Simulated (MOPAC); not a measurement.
Input for MOPAC: PM6 on FGeH (SMILES [F][GeH]), a point of a bond scan (R = 2.180 Å).

```
PM6 1SCF PRECISE CHARGE=0 THREADS=1
FGeH

Ge    -0.11370409 1    -0.22690637 1     0.28076938 1
H     -1.28929984 1    -1.34275465 1    -1.17715586 1
F      0.51367187 1     0.92382939 1    -0.90949390 1
```

Program output:

```
*******************************************************************************
 **                                                                           **
 **                              MOPAC v23.2.5                                **
 **                                                                           **
 *******************************************************************************
 ** MOPAC's Digital Object Identifier: https://doi.org/10.5281/zenodo.6511958 **
 **                                                                           **
 ** Please cite the open-source release paper for use of this MOPAC version:  **
 ** J. E. Moussa and J. J. P. Stewart (2026)                                  **
 ** MOPAC: An open-source semiempirical molecular orbital program             **
 ** J. Open Source Softw., 11(119), 8025, https://doi.org/10.21105/joss.08025 **
 *******************************************************************************

                              PM6 CALCULATION RESULTS

 *******************************************************************************
 *  PM6        - The PM6 Hamiltonian to be used
 *
 *
 *
 *                 CHARGE ON SYSTEM = 0
 *
 *
 *
 *  PRECISE    - TIGHTER CRITERIA TO BE USED
 *  1SCF       - DO 1 SCF AND THEN STOP
 *  THREADS=1  - MULTI-THREADING NOT USED
 *  T=         - A TIME OF 172800.0 SECONDS REQUESTED
 *  DUMP=N     - RESTART FILE WRITTEN EVERY 7200.0 SECONDS REQUESTED
 *******************************************************************************
PM6 1SCF PRECISE CHARGE=0 THREADS=1
 FGeH

   ATOM   CHEMICAL          X               Y               Z
  NUMBER   SYMBOL      (ANGSTROMS)     (ANGSTROMS)     (ANGSTROMS)

     1      Ge         -0.11370409  *  -0.22690637  *   0.28076938  *
     2       H         -1.28929984  *  -1.34275465  *  -1.17715586  *
     3       F          0.51367187  *   0.92382939  *  -0.90949390  *



          CARTESIAN COORDINATES

    NO.       ATOM           X           Y           Z

     1        Ge         -0.1137     -0.2269      0.2808
     2         H         -1.2893     -1.3428     -1.1772
     3         F          0.5137      0.9238     -0.9095

 General Reference for PM6:
 "Optimization of Parameters for Semiempirical Methods V: Modification of NDDO Approximations
 and Application to 70 Elements", J. J. P. Stewart, J. Mol. Mod., 13, 1173-1213 (2007)
 URL: https://link.springer.com/article/10.1007/s00894-007-0233-4

           Empirical Formula: H Ge F  =     3 atoms



      MOLECULAR POINT GROUP   :   Cs


      RHF CALCULATION, NO. OF DOUBLY OCCUPIED LEVELS = 6


 -------------------------------------------------------------------------------
 PM6 1SCF PRECISE CHARGE=0 THREADS=1
 FGeH



     1SCF WAS SPECIFIED, SO BFGS WAS NOT USED
     SCF FIELD WAS ACHIEVED


                              PM6 CALCULATION
                                                       MOPAC v23.2.5 Linux




          FINAL HEAT OF FORMATION =         15.13757 KCAL/MOL =      63.33559 KJ/MOL


          COSMO AREA              =         87.38 SQUARE ANGSTROMS
          COSMO VOLUME            =         73.02 CUBIC ANGSTROMS

          IONIZATION POTENTIAL    =          8.113605 EV
          HOMO LUMO ENERGIES (EV) =         -8.114 -1.315
          NO. OF FILLED LEVELS    =          6
          MOLECULAR WEIGHT        =         92.5963         POINT GROUP:  Cs

          MOLECULAR DIMENSIONS (Angstroms)

            Atom       Atom       Distance
            F     3    H     2     2.90857
            H     2   Ge     1     1.32336
            F     3   Ge     1     0.00000


          SCF CALCULATIONS        =          1





   ATOM   CHEMICAL          X               Y               Z
  NUMBER   SYMBOL      (ANGSTROMS)     (ANGSTROMS)     (ANGSTROMS)

     1      Ge         -0.11370409  *  -0.22690637  *   0.28076938  *
     2       H         -1.28929984  *  -1.34275465  *  -1.17715586  *
     3       F          0.51367187  *   0.92382939  *  -0.90949390  *

                             CARTESIAN COORDINATES

   1   Ge       -0.113704090    -0.226906370     0.280769380
   2    H       -1.289299840    -1.342754650    -1.177155860
   3    F        0.513671870     0.923829390    -0.909493900


           Empirical Formula: H Ge F  =     3 atoms



      MOLECULAR POINT GROUP   :   Cs


                  EIGENVALUES
 -37.71654 -15.61792 -14.31839 -14.00446 -11.27588  -8.11361  -1.31520   0.97475
   1.26497


              NET ATOMIC CHARGES AND DIPOLE CONTRIBUTIONS

  ATOM NO.   TYPE          CHARGE      No. of ELECS.   s-Pop       p-Pop
    1         Ge           0.603290        3.3967     1.88221     1.51450
    2          H          -0.094001        1.0940     1.09400
    3          F          -0.509289        7.5093     1.96333     5.54596
 DIPOLE           X         Y         Z       TOTAL
 POINT-CHG.    -1.004    -2.311     3.570     4.370
 HYBRID         0.054     0.581    -1.811     1.903
 SUM           -0.950    -1.731     1.759     2.644


          ATOMIC ORBITAL ELECTRON POPULATIONS

     Atom    s        px        py        pz
    1 Ge   1.88221   0.33049   0.39014   0.79388
    2  H   1.09400
    3  F   1.96333   1.90574   1.81495   1.82528

 **********************
 *                    *
 * JOB ENDED NORMALLY *
 *                    *
 **********************




 == MOPAC DONE ==
```

The run finished.

Cost: very roughly 0.03 core-seconds.
